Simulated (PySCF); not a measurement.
## Spinor energies of Hg (mercury, neutral)

Start: [Xe] 4f14 5d10 6s1 7s1; 6s1/2 filled at m_j = +1/2; 7s1/2 filled at m_j = +1/2. Calculated with PySCF 2.14 in x2c-SVPall-2c with one added diffuse shell each of s, p, d type (8s11p10d2f, 105 functions): generalised Hartree-Fock with the X2C-1e Hamiltonian and a Gaussian nucleus; spin-orbit coupling (SO) screened by Boettger's factors. This is a chosen level, not necessarily the ground level.

```csv
spinor shell,electrons,"ε, screened SO (eV)",weight of nominal j (screened SO),"rms radius, screened SO (bohr)"
1s1/2,2,-83537.3,1.000,0.0187
2s1/2,2,-14959.5,1.000,0.0756
2p1/2,2,-14329.8,1.000,0.0639
2p3/2,4,-12376.3,1.000,0.0720
3s1/2,2,-3622.9,1.000,0.193
3p1/2,2,-3340.2,1.000,0.184
3p3/2,4,-2900.9,1.000,0.201
3d3/2,4,-2437.0,1.000,0.177
3d5/2,6,-2344.4,1.000,0.180
4s1/2,2,-837.84,1.000,0.424
4p1/2,2,-715.29,1.000,0.429
4p3/2,4,-607.97,1.000,0.463
4d3/2,4,-407.19,1.000,0.476
4d5/2,6,-387.06,1.000,0.486
5s1/2,2,-143.60,1.000,0.971
4f5/2,6,-126.36,1.000,0.526
4f7/2,8,-122.22,1.000,0.528
5p1/2,2,-100.44,1.000,1.09
5p3/2,4,-82.290,1.000,1.14
5d3/2,4,-22.667,0.995,1.54
5d5/2,6,-20.468,0.997,1.60
6s1/2,1,-13.644,1.000,2.77
7s1/2,1,-2.457,1.000,7.79
```

```
   quantity   screened SO
E (hartree)  -19638.18712
        M_J             1
       ⟨J²⟩         2.002
       ⟨L²⟩         0.152
       ⟨S²⟩         2.155
```

Each row is a mean over spinors that exchange with the open shell spreads, by up to 0.378 eV (5d5/2).

Breit and QED terms are absent; they matter most for the inner s and p1/2 levels.

Densities and radii are taken from the X2C orbitals without a picture-change correction, which distorts them close to the nucleus.
